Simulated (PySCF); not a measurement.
Species: C₆H₈BrNSi.
Structure used (PBE0-D3(BJ)/def2-SVP), in Å, numbered top down from 1:
```xyz
17
C6H8BrNSi angstrom
Si     3.3544    0.1134   -0.5336
N      1.8723   -0.8136   -0.4893
C      0.5926   -0.3445   -0.2475
C      0.3495    1.0162    0.0077
C     -0.9372    1.4851    0.2483
C     -2.0112    0.5983    0.2389
Br    -3.7604    1.2296    0.5653
C     -1.7944   -0.7559   -0.0107
C     -0.5072   -1.2197   -0.2510
H      3.6346    0.7790    0.7752
H      3.3119    1.1763   -1.5836
H      4.4207   -0.8795   -0.8463
H      1.9306   -1.8100   -0.6585
H      1.1785    1.7293    0.0204
H     -1.1041    2.5458    0.4443
H     -2.6356   -1.4512   -0.0178
H     -0.3474   -2.2837   -0.4465
```

Linear response at B3LYP/def2-SVPD (PySCF, frozen core in the response, non-relativistic). One conformer (not necessarily the lowest) at the PBE0-D3(BJ)/def2-SVP geometry, without solvent, vibrations or thermal averaging. Relativistic effects, spin–orbit coupling among them, are left out although an element past zinc is present.

Static isotropic polarisability: 133.57 au (19.79 Å³), principal values 83.1, 120.2, 197.4 au.

Problem. What is the polarisability at 1064 nm and at the sodium D line?

Solution. 135.66 au at 1064 nm (+1.6 %), 140.95 au at 589.3 nm (+5.5 %). The rise at 589.3 nm is 3.53 times that at 1064 nm; a pure ω² law gives 3.26. The lowest singlet lies at 279 nm, shorter than both wavelengths.

Problem. What is the isotropic C6 coefficient between two such molecules, C6 = (3/π)∫α(iω)² dω?

Solution. 5947 au (Eh·bohr⁶) by a ten-point quadrature over imaginary frequencies, which is 3550 eV·Å⁶ or 343 J·nm⁶/mol.

Problem. Which effective excitation energy ω̄ makes London's formula C6 = (3/4)α²ω̄ exact here?

Solution. ω̄ = 4·C6/(3α²) = 0.444 Eh = 12.1 eV. A one-pole form α(ω) = α/(1 − ω²/ω̄²) fitted to the 1064 nm value gives 9.4 eV.

Problem. How many electrons N does the Slater–Kirkwood formula C6 = (3/4)·√N·α^(3/2) need to give this C6?

Solution. N = (4·C6/3)²/α³ = 26.4; the species has 100 electrons in all.

Problem. What n − 1 at the D line would an ideal gas of it have at 273.15 K and 1 atm (2.6868 × 10¹⁹ cm⁻³), by n − 1 = 2π·N·α′?

Solution. 35.26 × 10⁻⁴, a formal value whether or not that pressure can be reached.

Problem. The lowest 6 singlets have (eV, f): 4.44, 0.025; 4.74, 0.000; 5.09, 0.419; 5.11, 0.000; 5.61, 0.007; 5.90, 0.000. What share of the static polarisability do they carry in the sum over states α = Σ f/ω²?

Solution. 13.09 au, 9.8 % of α; the largest term, 11.99 au, is that of the state at 5.09 eV. Their oscillator strengths add up to 0.45. Higher states carry the rest.

Problem. What three-body coefficient follows from the one-pole estimate C9 = (3/4)·α·C6?

Solution. 596000 au. This is an estimate from the two numbers above, not a computed integral.

Problem. How anisotropic is the static polarisability, by Δα² = ½[(α1 − α2)² + (α2 − α3)² + (α3 − α1)²]?

Solution. Δα = 101.0 au, or 0.76 of the isotropic value.

The run took about 2.8 min of CPU time (one thread, shared machine). This is the whole response run at B3LYP/def2-SVPD, SCF included.
